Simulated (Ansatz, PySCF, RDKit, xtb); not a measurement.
Pair of molecules: CH4O (SMILES CO) (first 6 atoms) with CH2F2 (SMILES FCF); geometry from B3LYP-D3(BJ)/def2-TZVP.
(charge 0, multiplicity 1):
```xyz
11

C      0.387    -0.581     0.425
O      0.263     0.755     0.909
H     -0.270    -0.764    -0.431
H      0.092    -1.238     1.240
H      1.418    -0.817     0.143
H      0.540     1.364     0.218
F     -0.012    -1.079     3.871
C      0.249     0.240     4.133
F      1.390     0.305     4.880
H     -0.576     0.638     4.726
H      0.407     0.754     3.186
```

Interaction energies are E(AB) − E(A) − E(B) at the monomers' geometry in the complex; basis-set methods are counterpoise corrected. RDKit's UFF carries no charges.

Correlated levels freeze the cores.

Run with Ansatz (a first-principles code) with Gaussian orbitals; PySCF for the dispersion terms; RDKit for the force fields; xtb for the GFN methods. Values without a source in brackets are computed.

| level | interaction energy (meV) |
|---|---|
| UFF | 59.2 |
| GFN2-xTB | -165.4 |
| revPBE-D3(BJ)/def2-TZVPPD | -107.4 |
| B97M-V/def2-TZVPPD | -131.8 |
| BHLYP/def2-TZVPPD | … |
| CAM-B3LYP/def2-TZVPPD | -123.0 |
| B2PLYP/def2-TZVPPD | … |
| MP2/aug-cc-pVDZ | -124.5 |
| SCS-MP2/aug-cc-pVDZ | -106.0 |

Some entries are withheld; supply them.


- BHLYP/def2-TZVPPD, interaction energy (meV): -118.8
- B2PLYP/def2-TZVPPD, interaction energy (meV): -111.2
